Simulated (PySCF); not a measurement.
Mg(tBu)(OMe), C5H12MgO, SMILES C[O][Mg][C](C)(C)C, singlet (GFN2-xTB optimised geometry):

```
19

Mg    -0.516    -0.652     0.000
C      1.571    -0.652     0.000
C      2.043     0.136     1.206
C      2.062    -2.088     0.068
C      2.048     0.019    -1.274
H      3.135     0.220     1.200
H      1.744    -0.348     2.137
H      1.624     1.142     1.189
H      1.722    -2.584     0.977
H      1.726    -2.667    -0.792
H      3.158    -2.101     0.071
H      1.749    -0.548    -2.157
H      1.633     1.025    -1.351
H      3.140     0.099    -1.273
O     -1.397     0.809     0.000
C     -2.083     2.008     0.003
H     -1.721     2.667    -0.799
H     -3.158     1.841    -0.151
H     -1.951     2.530     0.960
```

Method: PBE0/def2-SVP in PySCF.

Q: What are the frontier orbital energies and the dipole moment?

A: HOMO-2 -6.80 eV, HOMO-1 -6.79 eV, HOMO -5.70 eV, LUMO -1.73 eV, LUMO+1 0.31 eV; dipole moment 2.86 D.

On the same geometry PySCF with PBE/def2-SVP gives HOMO-2 -5.31 eV, HOMO-1 -5.30 eV, HOMO -4.74 eV, LUMO -2.35 eV, LUMO+1 -0.34 eV; dipole moment 2.35 D.

Meta-Löwdin charges at PBE0/def2-SVP: Mg1 1.25, C2 -0.33, C3 -0.30, C4 -0.30, C5 -0.30, H6 0.08, H7 0.08, H8 0.09, H9 0.08, H10 0.08, H11 0.07, H12 0.08, H13 0.09, H14 0.08, O15 -0.94, C16 -0.05, H17 0.08, H18 0.08, H19 0.08.
